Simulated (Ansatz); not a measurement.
Reaction (SMILES): CN(C)[SiH3] -> [SiH3] (SiH3) + C[N]C (the N-Si bond at the site shown breaks; other sites are not compared here)
Structures are relaxed separately at B3LYP-D3(BJ)/def2-TZVP in Ansatz (an electronic-structure program).

Wanted: bond dissociation energy (electronic energy difference), in kcal/mol. Valence correlation only, unless marked. UHF or UKS for open shells. No spin-orbit coupling. No relativistic terms. Basis-set limits of correlation are two-point, X^-3; Hartree-Fock from the larger set. [CCSD(T)-MP2]/basis is that difference in the basis named.

Level to compare with: RI-MP2/CBS(cc-pV(T+d)Z,cc-pV(Q+d)Z)+[CCSD(T)-MP2]/cc-pV(T+d)Z (Ansatz), 95.7 kcal/mol. It is a level with limits of its own, and the differences hold the functionals' basis error too.

### Question
Rank these functionals by how close they come to RI-MP2/CBS(cc-pV(T+d)Z,cc-pV(Q+d)Z)+[CCSD(T)-MP2]/cc-pV(T+d)Z, closest first: B3LYP/def2-TZVPD (Ansatz); SVWN5/def2-TZVPD (Ansatz); BLYP/def2-TZVPD (Ansatz).

### Answer
SVWN5/def2-TZVPD (LDA, 102.5 kcal/mol, difference 6.8), B3LYP/def2-TZVPD (global hybrid, 84.9 kcal/mol, difference -10.8), BLYP/def2-TZVPD (GGA, 81.5 kcal/mol, difference -14.2)
